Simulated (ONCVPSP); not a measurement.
Be, ONCV: configuration errors across variants

Be, optimised norm-conserving Vanderbilt (ONCV), made with ONCVPSP 4.0.1 (LDA (Perdew-Wang 92), non-relativistic). Core none, reference 1s2 2s1 2p1. Waves: 1s+2s: rc 0.95 bohr, ncon 4, nbas 8, qcut 12.7 1/bohr, 2 projectors; 2p: rc 3.35 bohr, ncon 4, nbas 7, qcut 4 1/bohr, 2 projectors, debl 1.7 Ha; d scattering state at 0.45 Ha: rc 3.65 bohr, ncon 4, nbas 9, qcut 2.2 1/bohr, 2 projectors, debl 1.7 Ha. Local part: polynomial inside 0.85 bohr (lpopt 5, dvloc0 0 Ha). Core correction: none.

All-electron excitation energies from the reference (eV): (1) 1s2 2s2 2p0 -3.516; (2) 1s2 2s1 2p0 5.995; (3) 1s2 2s0 2p0 23.765; (4) 1s2 2s0 2p2 3.549.

2 further variants failed, have other tests or too few solved ones, and are left out.

A true bound ghost makes a file unfit for plane-wave use even where its test errors are small: the radial tests pick states by their node count and pass the ghost by.

Errors AE − PS in meV (a dash: test not solved or not reliable):

| change | (1) | (2) | (3) | (4) | bound ghosts | GHOST(+) flags above zero |
| --- | --- | --- | --- | --- | --- | --- |
| base | -11 | +32 | +105 | -11 | p | none |
| all radii scaled by about 1.15 (s 1.10, p 3.84, d 4.18 bohr); local potential polynomial inside 0.98 bohr (lpopt 5, dvloc0 0 Ha) | -16 | +47 | +149 | -16 | p | none |
| d: rc 2.98 | -11 | +32 | +105 | -11 | p | d |
| p: debl 2.65 | -11 | +32 | +105 | -12 | none | p |
| s: qcut 13.1 | -11 | +32 | +105 | -12 | p | none |
| s: qcut 8.3; p: qcut 2.6; d: qcut 1.4 | -21 | +63 | +198 | -21 | p | none |
| p: qcut 3.5 | -13 | +39 | +127 | -14 | p | none |
| p: nproj 1 | -11 | +32 | +105 | -11 | none | none |

Q: Give the same row for: p: nbas 9.

A: -11, +33, +109, -12; bound ghosts: p; GHOST(+) flags above zero: none.
